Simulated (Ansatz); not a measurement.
The same path of a periodic cell of 13 atoms, Tc12Au (surface Tc(0001), adsorbate Au) was run twice with different band settings. Lost on the way: Tc9–Au13. Made: Tc10–Au13.

Computed with DFT PBE-D3(BJ), scalar-relativistic, plane waves, PAW in Ansatz. Settings: cutoff 600 eV, k mesh 4x4x1, fermi-dirac smearing 0.05 eV, no spin polarisation.

Relaxed end points:

```xyz
13
Lattice="5.4800 0.0000 0.0000 2.7400 4.7458 0.0000 0.0000 0.0000 15.3950" Properties=species:S:1:pos:R:3
Tc 0.000 0.000 1.000
Tc 2.740 0.000 1.000
Tc 1.370 2.373 1.000
Tc 4.110 2.373 1.000
Tc 0.000 1.582 3.044
Tc 2.740 1.584 3.122
Tc 1.372 3.954 3.122
Tc 4.108 3.954 3.122
Tc 0.000 0.014 5.235
Tc 2.740 0.000 5.209
Tc 1.358 2.366 5.235
Tc 4.122 2.366 5.235
Au 2.740 3.164 7.459
```

```xyz
13
Lattice="5.4800 0.0000 0.0000 2.7400 4.7458 0.0000 0.0000 0.0000 15.3950" Properties=species:S:1:pos:R:3
Tc 0.000 0.000 1.000
Tc 2.740 0.000 1.000
Tc 1.370 2.373 1.000
Tc 4.110 2.373 1.000
Tc 0.000 1.581 3.101
Tc 2.740 1.582 3.118
Tc 1.370 3.955 3.101
Tc 4.110 3.955 3.101
Tc 0.000 0.000 5.237
Tc 2.740 -0.034 5.222
Tc 1.341 2.390 5.222
Tc 4.139 2.390 5.222
Au 2.740 1.582 7.399
```

Common settings: spring 5.0 eV/Å²; end points relaxed; atoms held 1 to 4.

| run | movable images | climbing image | optimiser | start path | force threshold | iteration limit |
| --- | --- | --- | --- | --- | --- | --- |
| 1 | 5 | yes | lbfgs | IDPP | 0.03 eV/Å | 26 |
| 2 | 4 | from the first iteration | quadratic models (default) | default | 0.05 eV/Å | 25 |

(1) What does each run give, and how far can it be trusted?

Results:

(1) Run 1: converged after 13 iterations, highest image 0.065 eV above the first end. By the program's own check the climbing image is a first-order saddle point (lowest curvatures found: -0.65 and 1.07 eV/Å²).
Run 2: converged after 4 iterations, highest image 0.065 eV above the first end. The order of the point at the top wasn't checked.
Limits of this set-up: coarse k mesh, thin slab, slab without dipole correction, a typed lattice constant that wasn't relaxed here.
